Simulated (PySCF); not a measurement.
H₂SSeTe, SMILES S[Te][SeH]. Geometry optimised at PBE0-D3(BJ)/def2-SVP. The def2 effective core potentials stand for the cores of Te; spin–orbit coupling is left out. One conformer was computed; it need not be the lowest.

Level of theory: PBE0-D3(BJ)/def2-SVP in PySCF.

Harmonic wavenumbers (cm⁻¹): 104, 244, 285, 307, 351, 692, 764, 2426, 2697. Rotational constants (GHz): 4.148, 1.191, 0.9387; symmetry number 1.

Question: Work out the zero-point energy and the ideal-gas rigid-rotor harmonic-oscillator thermochemistry at 298.15 K and 1 atm.

Answer: ZPE = ½ Σ hcν = ½ × 7871 cm⁻¹ = 47.08 kJ/mol. H − E(el) = 63.92 kJ/mol. Entropy in J/(mol K): translation 177.13, rotation 119.78, vibration 40.76, total 337.68. G − E(el) = -36.76 kJ/mol. Cp = 75.98 J/(mol K). Modes under 150 cm⁻¹ make the vibrational entropy uncertain.
